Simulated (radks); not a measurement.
Q: Radial electron density D(r) = 4 pi r^2 rho(r) of an atom or ion with 38 electrons. Method: scalar-relativistic Kohn-Sham, RPBE, spin-polarised, spherical densities, point nucleus; computed with a radial shooting solver on a logarithmic mesh with Libxc functionals.

```
   r/bohr * D(r) (the largest magnitude, 65.5, reaches the edge; | marks zero)
 0.002403 |  *
 0.002775 |   *
 0.003179 |    *
 0.003672 |      *
 0.004207 |       *
 0.004819 |         *
 0.005566 |           *
 0.006377 |              *
 0.007364 |                 *
 0.008437 |                     *
 0.009744 |                         *
  0.01116 |                            *
  0.01289 |                                *
  0.01477 |                                    *
  0.01692 |                                       *
  0.01954 |                                          *
  0.02239 |                                           *
  0.02586 |                                            *
  0.02963 |                                           *
  0.03421 |                                         *
   0.0392 |                                       *
  0.04527 |                                     *
  0.05186 |                                     *
  0.05942 |                                      *
  0.06862 |                                          *
  0.07862 |                                               *
   0.0908 |                                                   *
    0.104 |                                                      *
   0.1201 |                                                     *
   0.1376 |                                                 *
    0.159 |                                           *
   0.1821 |                                     *
   0.2086 |                                 *
    0.241 |                                  *
   0.2761 |                                     *
   0.3188 |                                         *
   0.3653 |                                         *
   0.4218 |                                    *
   0.4833 |                            *
   0.5582 |                   *
   0.6395 |             *
   0.7326 |         *
   0.8461 |        *
   0.9694 |        *
    1.119 |        *
    1.283 |      *
    1.481 |    *
    1.697 |  *
     1.96 | *
    2.245 |*
    2.572 *
    2.971 *
    3.404 *
    3.931 *
    4.504 *
    5.201 *
```

What is the nuclear charge?

A: Z = 42. The innermost maximum, from 1s, lies near gamma/Z bohr with gamma = sqrt(1 - (Z/c)^2) = 0.952, here 0.0227 bohr (found: 0.0246), and its height grows with Z. The density is that of the molybdenum ion Mo4+ in [Kr] 4d2; the configuration itself is not fixed sharply by these data, and Z only to a few units. D(r) has 4 maxima, at r = 0.0246, 0.109, 0.343, 0.954 bohr, and minima at 0.0494, 0.219, 0.860 bohr, inside which lie 2.02, 11.05, 29.44 electrons.
